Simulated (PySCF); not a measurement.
Start geometry of `F[Si@H](P)Br` from GFN2-xTB (Å):
```
atom  x, y, z in Å
F1    -1.457   -0.375    1.438
Si2   -0.702   -0.323    0.032
P3     1.463   -0.202    0.488
Br4   -1.545    1.424   -1.010
H5    -1.138   -1.501   -0.698
H6     1.865   -0.237   -0.836
H7     1.550    1.184    0.537
```

What comes out of this run: PBE0-D3(BJ)/def2-SVP geometry optimisation, gas phase in PySCF 2.14.0?

```
atom  x, y, z in Å
F1    -1.4081   -0.5679    1.4991
Si2   -0.7990   -0.3867    0.0088
P3     1.4155   -0.0915    0.2126
Br4   -1.8265    1.3368   -0.9350
H5    -1.1391   -1.5970   -0.7801
H6     1.5401    0.2113   -1.1788
H7     1.2583    1.2765    0.5905
```

The energy falls by 10.4 kJ/mol over 14 energy and gradient evaluations, the largest force component goes from 0.0197 to 3.6e-04 Eh/bohr, and the atoms move by 0.127 Å rms after alignment. The bond that changes most is P3–H6 (three-coordinate phosphorus to P–H hydrogen), which lengthens by 0.045 Å. Bonds longer at the end by more than 0.005 Å: 6 of 6; shorter: 0. Among the angles that change most is Si2–P3–H7, from 97.1° to 92.4°. Among the dihedrals that turn most is Br4–Si2–P3–H7, from 26° to 40°. Rotational constants go from 4262, 1403, 1125 to 4006, 1409, 1110 MHz. The orientation of the end geometry is arbitrary; only internal coordinates are fixed.

The run used 97 basis functions and 85 SCF cycles in all. Hardware: one thread, Arm Neoverse V2 (aarch64) (shared host). Cost: 48 s of wall time, 0.41 GiB resident at most.

Whether it is a minimum is left open (no frequencies). The numbers are those of one conformer.
